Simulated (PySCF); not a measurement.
## Exercise with solution: oscillator strength and radiative lifetime

C3H9NSi2, SMILES C#C[C@H](N)[SiH2][SiH3].

Coordinates come from a B3LYP-D3(BJ)/def2-SVP optimisation. The structure was generated by enumeration; whether it is a known compound was not checked. One conformer was computed; it need not be the lowest.

TDDFT-PBE0/def2-SVPD (PySCF) puts the first singlet state with f over 0.02 at 5.72 eV (vertical), with the transition dipole (0.404, 0.035, 0.189) in atomic units.

**Question.** Find the oscillator strength, the wavelength and the radiative lifetime that this transition would have in vacuum if emission retraced absorption.

**Answer.** 
|μ|² = 0.2002 au, so |μ| = 1.14 D. ΔE = 5.72/27.211 = 0.2102 hartree. f = (2/3) ΔE |μ|² = 0.028 (the program prints 0.028).
λ = 1239.84/5.72 = 217 nm; ν = 46135 cm⁻¹.
Einstein's coefficient A = 0.6670 ν² f s⁻¹ (ν in cm⁻¹) = 4.0e7 s⁻¹, so τ = 1/A = 25 ns. This state is S2; the lower singlet has f = 0.001. The figure is the radiative limit of this one transition; relaxation, internal conversion, crossing to triplets and a medium change what is measured.
